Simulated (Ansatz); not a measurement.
`O[SiH]1C=C1F` + H₂S → `O[SiH]1C=C1S` + H–F  (substitution at a C–F bond)

Isolated molecules relaxed with PBE0-D4/def2-TZVP in Ansatz; ΔE leaves out vibrations. CCSD(T)/CBS adds triple-zeta CCSD(T) − MP2 to the extrapolated MP2 energy (def2 sets, frozen cores). This one scheme is used for every species. Each species was taken in one conformer, which may not be the lowest.

`O[SiH]1C=C1F`:

```xyz
8

O     0.642   -0.806    1.731
Si    0.731   -0.173    0.226
C    -0.579   -0.267   -1.021
C    -0.443    0.959   -0.506
F    -1.077    2.101   -0.716
H    -0.229   -0.878    2.126
H     2.172   -0.196   -0.082
H    -1.217   -0.740   -1.758
```

H₂S:

Cartesian coordinates in Å:
```
S 0.089 0.384 0.478
H -0.817 -0.567 0.206
H 0.728 0.183 -0.684
```

`O[SiH]1C=C1S`:

Cartesian coordinates in Å:
```
O -1.189 -1.584 -1.292
Si -0.019 -0.464 -1.058
C -0.193 1.037 -0.114
C 0.544 0.118 0.552
S 1.348 -0.047 2.054
H -1.890 -1.625 -0.638
H 0.879 -0.632 -2.213
H -0.521 2.042 0.128
H 1.040 1.155 2.583
```

H–F:

Z-matrix (Å, degrees):
```
F
H 1 0.920
```

```tsv
species	SCS-MP2/def2-TZVPP energy (Eh)
`O[SiH]1C=C1F`	-541.70066
H₂S	-398.90298
`O[SiH]1C=C1S`	-840.29725
H–F	-100.33020
```

**Question.** Work out ΔE.

**Answer.** ΔE = (-840.29725) + (-100.33020) − (-541.70066) − (-398.90298) = -0.02381 Eh = -14.9 kcal/mol. CCSD(T)/CBS gives -15.2 kcal/mol.

Largest T1 diagnostic among the species: 0.013.

The D4 term adds −2.2 kcal/mol with B3LYP and −1.2 kcal/mol with PBE0; it sums over pairs of atoms, weighted by their polarisabilities, and B3LYP, whose exchange is more repulsive, gets the larger term. From PBE to PBE0 (25 % exact exchange), in def2-TZVPP and without D4, ΔE moves by −0.8 kcal/mol. In def2-TZVPP, CCSD(T) changes the Hartree–Fock value by −4.4 kcal/mol (the triples alone add −0.8 kcal/mol) and MP2 by −8.1 kcal/mol.

B3LYP here is the variant with VWN-RPA as its local correlation; programs differ in this.
